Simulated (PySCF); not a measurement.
Assigning NMR signals

Cartesian coordinates in Å; atom numbers follow the order of the lines, from 1:
```xyz
18

Cl    2.955   -0.386    0.325
C     1.217   -0.417    0.259
C     0.593   -1.649    0.066
C    -0.792   -1.777   -0.001
C    -1.708   -0.727    0.111
C    -3.156   -1.045    0.019
C    -4.175   -0.319    0.866
C    -4.139   -0.081   -0.603
P    -1.204    0.937    0.358
C     0.519    0.775    0.399
H     1.217   -2.539   -0.035
H    -1.192   -2.785   -0.154
H    -3.357   -2.107   -0.158
H    -3.792    0.467    1.524
H    -4.996   -0.906    1.288
H    -4.933   -0.499   -1.226
H    -3.733    0.871   -0.960
H     1.099    1.692    0.546
```

PySCF 2.14.0 with density-fitted response routines calculation with shielding tensors at B3LYP/pcSseg-1 (GIAO) and coordinates at the PBE0-D3(BJ)/def2-SVP level; one conformer, relativity neglected, averaged over atoms made equivalent by symmetry, fast rotation or ring inversion, no solvent.

Shifts are taken against calculated references (same method and geometry level): TMS for ¹³C, ¹H.

Q: Assign these signals to the numbered atoms. ¹³C{¹H} NMR (computed): δ 191.0, 163.2, 148.8, 140.3, 136.2, 24.8, 22.5.

A: 
| δ (ppm) | atoms | environment | reason |
| --- | --- | --- | --- |
| 191.0 | C5 | ring carbon next to a ring phosphorus | – |
| 163.2 | C10 | ring CH next to a ring phosphorus | – |
| 148.8 | C2 | aromatic carbon bearing chlorine | – |
| 140.3 | C4 | aromatic CH | – |
| 136.2 | C3 | aromatic CH | the aromatic region |
| 24.8 | C6 | three-membered-ring carbon | carbons of three-membered rings are unusually shielded |
| 22.5 | C7/C8 | three-membered-ring carbon | – |

Q: Assign these signals to the numbered atoms. ¹H NMR (500 MHz, computed): δ 8.55 (m, 1H), 7.56 (m, 1H), 7.23 (m, 1H), 1.65 (m, 1H), 1.39 (m, 2H), 0.91 (m, 2H).

A: 
| δ (ppm) | atoms | environment | reason |
| --- | --- | --- | --- |
| 8.55 | H18 | hydrogen on a ring CH next to a ring phosphorus | – |
| 7.56 | H12 | hydrogen on an aromatic CH | ring-current deshielding |
| 7.23 | H11 | hydrogen on an aromatic CH | – |
| 1.65 | H13 | hydrogen on a three-membered-ring carbon | – |
| 1.39 | H15/H16 | hydrogen on a three-membered-ring carbon | cyclopropane-type protons are shielded by the ring |
| 0.91 | H14/H17 | hydrogen on a three-membered-ring carbon | – |

Carbons that carry Cl, above all several Cl atoms, come out too deshielded, partly because spin–orbit coupling is missing. Splittings by ³¹P in the carbon and heteronuclear signals aren't shown, as no couplings were computed. Shifts are as computed. Against solution values, carbons near 30 ppm lie about +2 ppm off and those near 130 ppm about +6 ppm (rms about the fit 1.1 ppm; single classes can miss by 10 ppm). Of 1328 compounds with measured shifts, 309 miss one by over three times the rms of a fit or turn the order of signals round; such compounds aren't used in these exercises. Signals without a measured value on file couldn't be tested in this way. Multiplicities follow the n + 1 count of equivalent neighbours, as no J values were calculated; m marks all less simple cases, F and P coupling included.
